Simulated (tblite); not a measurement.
Compound: C6H13Si (doublet state).
SMILES with atom numbers: `[CH3:1][C@@H:2]1[CH:3][Si@H:4]([CH3:5])[CH2:6][CH2:7]1` (hydrogens: H8, H9, H10 on C1; H11 on C2; H12 on C3; H13 on Si4; H14, H15, H16 on C5; H17, H18 on C6; H19, H20 on C7)

The geometry is computed with GFN2-xTB (gas phase). This method treats the open shell by occupation alone, without spin polarisation.

Q: What internal coordinates does the optimisation give?

A: 
| bond | length (pm) |
| --- | --- |
| C1–C2 | 153.0 |
| C2–C3 | 148.5 |
| C3–Si4 | 184.7 |
| Si4–C5 | 190.6 |
| Si4–C6 | 191.1 |
| C6–C7 | 152.8 |
| C2–C7 | 153.7 |
| C1–H8, C1–H9, C1–H10 | 108.8 |
| C2–H11 | 110.3 |
| C3–H12 | 107.7 |
| Si4–H13 | 147.4 |
| C5–H14, C5–H15, C5–H16 | 108.6 |
| C6–H17 | 109.0 |
| C6–H18 | 108.8 |
| C7–H19 | 109.2 |
| C7–H20 | 109.2 |

Bonds in one row agree within 1 pm and their mean is given. A selection of angles:
| angle | degrees |
| --- | --- |
| C2–C1–H8 | 110.5 |
| C2–C1–H10 | 110.0 |
| H8–C1–H9 | 108.6 |
| H9–C1–H10 | 108.5 |
| C1–C2–C3 | 112.8 |
| C1–C2–C7 | 112.5 |
| C1–C2–H11 | 107.5 |
| C3–C2–C7 | 108.0 |
| C3–C2–H11 | 108.0 |
| C7–C2–H11 | 107.9 |
| C2–C3–Si4 | 112.2 |
| C2–C3–H12 | 118.2 |
| Si4–C3–H12 | 129.4 |
| C3–Si4–C5 | 114.9 |
| C3–Si4–C6 | 91.0 |
| C3–Si4–H13 | 115.5 |
| C5–Si4–C6 | 112.9 |
| C5–Si4–H13 | 109.0 |
| C6–Si4–H13 | 112.8 |
| Si4–C5–H14 | 111.0 |
| Si4–C5–H16 | 110.5 |
| H14–C5–H15 | 107.9 |
| Si4–C6–C7 | 104.4 |
| Si4–C6–H17 | 110.2 |
| Si4–C6–H18 | 115.0 |
| C7–C6–H17 | 109.6 |
| C7–C6–H18 | 110.6 |
| H17–C6–H18 | 107.0 |
| C6–C7–H19 | 111.8 |
| C6–C7–H20 | 109.0 |
| C2–C7–C6 | 109.3 |
| C2–C7–H19 | 110.7 |
| C2–C7–H20 | 108.2 |
| H19–C7–H20 | 107.7 |

Torsions: C1–C2–C3–Si4 -145° (anticlinal); C2–C3–Si4–C5 114° (anticlinal); C3–Si4–C6–C7 23° (synperiplanar); Si4–C6–C7–C2 -39° (synclinal); C1–C2–C7–C6 164° (antiperiplanar).

The 4 C–C bonds span 1.485 Å (C2–C3, drawn single) to 1.537 Å (C2–C7, drawn single), a spread of 0.052 Å. The C–Si distances run from 1.847 Å (C3–Si4, drawn single) to 1.911 Å (Si4–C6, drawn single), a spread of 0.064 Å. The 5-membered ring C2–C3–Si4–C6–C7 has internal angles of 91.0° to 112.2°; it is puckered, 0.17 Å rms from its mean plane, widest ring torsion 39°. Si4 (silicon bonded to 3 C and H) has angles from 91.0° to 115.5°. Of the pairs four or more bonds apart, H10···H20 is among the closest relative to their van der Waals radii: 2.49 Å, 104 % of the sum of Bondi's values. C3 (carbon bonded to C, Si and H) is planar (angles 129.4°, 118.2° and 112.2°, sum 359.8°, 0.04 Å off the plane of its three neighbours).

Point group: C1 (no symmetry element, even within 0.4 Å). Its GFN2-xTB frequencies are all real (lowest 67 cm⁻¹). 2 starts were optimised and ended at 0.00 and 0.72 kcal/mol (GFN2-xTB); the lowest of these is shown.

One conformer stands for the species.
